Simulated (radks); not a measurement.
Q: The mean radii <r> (bohr) of the occupied orbitals of an atom or ion are listed with their occupations. All-electron calculation, Dirac Kohn-Sham, exchange-only PBE, spin-unpolarised, spherical densities, finite nucleus; Fermi nuclear charge, rms radius of each element as measured or else 0.836 A^(1/3) + 0.57 fm. Program: a radial shooting solver on a logarithmic mesh with Libxc functionals.

| orbital | occ. | <r> |
|---|---|---|
| 1s1/2 | 2 | 0.04700 |
| 2s1/2 | 2 | 0.2098 |
| 2p1/2 | 2 | 0.1812 |
| 2p3/2 | 4 | 0.1848 |
| 3s1/2 | 2 | 0.6242 |
| 3p1/2 | 2 | 0.6399 |
| 3p3/2 | 4 | 0.6507 |
| 3d3/2 | 4 | 0.7332 |
| 3d5/2 | 6 | 0.7385 |
| 4s1/2 | 2 | 2.042 |
| 4p1/2 | 0.333333 | 2.586 |
| 4p3/2 | 0.666667 | 2.628 |

Name the element and its charge. Open shells, if any, are shared by 2j + 1.

A: Z = 32, germanium, charge +1: Ge+ in [Ar] 3d10 4s2 4p1. The 1s radius gives Z: for a bare nucleus <r> = (2 gamma + 1)/(2Z) with gamma = sqrt(1 - (Z/c)^2), 0.04601 bohr for Z = 32, and screening makes it slightly larger (0.04700 here). The occupations add up to 31, and the charge is Z minus that.
